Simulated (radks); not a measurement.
Species: Zr4+. Configuration: [Ar] 3d10 4s1 4p6 4f1 (not the ground configuration). Method: scalar-relativistic Kohn-Sham, BLYP, spin-polarised, spherical densities, finite nucleus; open shells are filled with parallel spins first (spin-orbit coupling, left out, can overturn this in heavy ions); Fermi nuclear charge, rms radius 4.2694 fm; computed with a radial shooting solver on a logarithmic mesh with Libxc functionals.

X-ray form factor f0, the Fourier transform of the density (f0(0) = 36):

sin(theta)/lambda (1/angstrom)  f0 (electrons)
0.05                                    35.526
0.1                                     34.277
0.15                                    32.596
0.2                                     30.741
0.25                                    28.849
0.3                                     27.006
0.4                                     23.682
0.5                                     20.959
0.6                                     18.712
0.8                                     14.968
1                                       11.864
1.25                                     9.010
1.5                                      7.249
2                                        5.556
